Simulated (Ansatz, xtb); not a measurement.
Ranking isomers of Ge2H9NSi

3 gas-phase structures of Ge2H9NSi, from a drawn sample of its isomers (lower ones may exist). Each was relaxed with GFN2-xTB; where two conformers were screened, the lower at r2SCAN-D4/def2-SVP is listed:

A. `N[SiH2][GeH2][GeH3]`, a singlet
B. `[NH2][Ge@@H]([SiH3])[GeH3]`, a singlet
C. `[NH2][GeH2][SiH2][GeH3]`, a singlet

Question: Make a reasoned guess at their ranking by r2SCAN-D4/def2-SVP single-point energy.

Answer: Calculated order at r2SCAN-D4/def2-SVP: A (0.0), B (42.9), C (52.6) kJ/mol.

Energies above the lowest of each column, in kJ/mol; the last columns are at PBE0-D3(BJ)/def2-SVP geometries:

| structure | GFN2-xTB | HF/STO-3G | r2SCAN-D4/def2-SVP | PBE0-D3(BJ)/def2-SVP | CCSD(T)/def2-SVP + ΔMP2/def2-TZVPP |
| --- | --- | --- | --- | --- | --- |
| A | 0.0 | 0.0 | 0.0 | 0.0 | 0.0 |
| B | 34.5 | 17.7 | 42.9 | 47.3 | 45.2 |
| C | 58.3 | 20.7 | 52.6 | 50.4 | 56.6 |

Every level run on A puts it lowest or level with the lowest. Some further structures that were screened fall inside this span and aren't listed. Flexible structures stand in one conformer each, not always the lowest. B keeps a small imaginary mode. ΔMP2 is the change of the MP2 energy from the smaller to the larger basis.

Programs: Ansatz 0.2.0, xtb 6.7.1.
